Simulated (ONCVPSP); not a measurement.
# cobalt, ONCV: configuration errors across variants

cobalt, optimised norm-conserving Vanderbilt (ONCV), made with ONCVPSP 4.0.1 (LDA (Perdew-Wang 92), scalar-relativistic). Core [Ne] 3s2, reference 3p6 3d7 4s2. Waves: 4s: rc 2.45 bohr, ncon 4, nbas 7, qcut 2.8 1/bohr, 2 projectors, debl 1.2 Ha; 3p: rc 1.05 bohr, ncon 4, nbas 8, qcut 15.3 1/bohr, 2 projectors, debl 1.6 Ha; 3d: rc 1.15 bohr, ncon 4, nbas 8, qcut 11.3 1/bohr, 3 projectors, debl 3.2 Ha. Local part: polynomial inside 1.05 bohr (lpopt 4, dvloc0 1 Ha). Core correction: Teter function, fcfact 5.5, rcfact 1.05.

In the p channel the program set the typed energies aside and used -2.408, 0.250 Ha.

All-electron excitation energies from the reference (eV): (1) 3p6 3d7 4s1 9.289; (2) 3p6 3d7 4s0 26.367; (3) 3p6 3d6 4s0 62.560; (4) 3p6 3d7 4s1.5 3.718.

1 further variants failed, have other tests or too few solved ones, and are left out.

Errors AE − PS in meV (a dash: test not solved or not reliable):

| change | (1) | (2) | (3) | (4) | bound ghosts | GHOST(+) flags above zero |
| --- | --- | --- | --- | --- | --- | --- |
| base | -5.8 | -36 | +25 | -1.3 | none | s |
| s: qcut 1.9; p: qcut 10.4; d: qcut 7.7 | -3.9 | -28 | -74 | -0.9 | none | s, d |
| s: qcut 2.1; p: qcut 11.4; d: qcut 8.4 | -4.3 | -30 | -56 | -0.9 | none | s, d |
| s: qcut 2.7; p: qcut 14.7; d: qcut 10.9 | -5.6 | -35 | +16 | -1.2 | none | s |
| s: qcut 3.1; p: qcut 16.9; d: qcut 12.5 | -6.3 | -38 | +55 | -1.4 | none | s |
| s: qcut 3.3; p: qcut 18.3; d: qcut 13.5 | -6.6 | -39 | +71 | -1.5 | none | s |
| s: qcut 3.8; p: qcut 20.5; d: qcut 15.2 | -7.0 | -40 | +99 | -1.6 | none | s, p |

Q: Give the same row for: s: qcut 2.4; p: qcut 13.2; d: qcut 9.7.

A: -5.0, -33, -21, -1.1; bound ghosts: none; GHOST(+) flags above zero: s.
